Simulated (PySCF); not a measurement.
SMILES BC[SiH2][Si](Cl)(Cl)Cl (GFN2-xTB optimised geometry):

```
13

B      2.305    -1.403     0.667
C      0.756    -1.411     0.674
Si     0.165     0.278     0.000
Si    -2.168     0.278     0.000
Cl    -2.892     2.178     0.000
Cl    -2.958    -0.627    -1.640
Cl    -2.997    -0.649     1.609
H      2.892    -1.766    -0.277
H      2.895    -0.997     1.590
H      0.319    -2.178     0.033
H      0.323    -1.522     1.668
H      0.657     0.510    -1.365
H      0.663     1.384     0.829
```

Calculation: CAM-B3LYP/def2-TZVP in PySCF 2.14.0.

Problem. What are the frontier orbital energies and the dipole moment?

Solution. HOMO-2 -10.81 eV, HOMO-1 -10.54 eV, HOMO -9.76 eV, LUMO -0.70 eV, LUMO+1 0.35 eV; dipole moment 1.29 D.

Meta-Löwdin charges at CAM-B3LYP/def2-TZVP: B1 0.02, C2 -0.53, Si3 0.43, Si4 0.78, Cl5 -0.28, Cl6 -0.28, Cl7 -0.28, H8 0.01, H9 0.01, H10 0.14, H11 0.14, H12 -0.08, H13 -0.08.
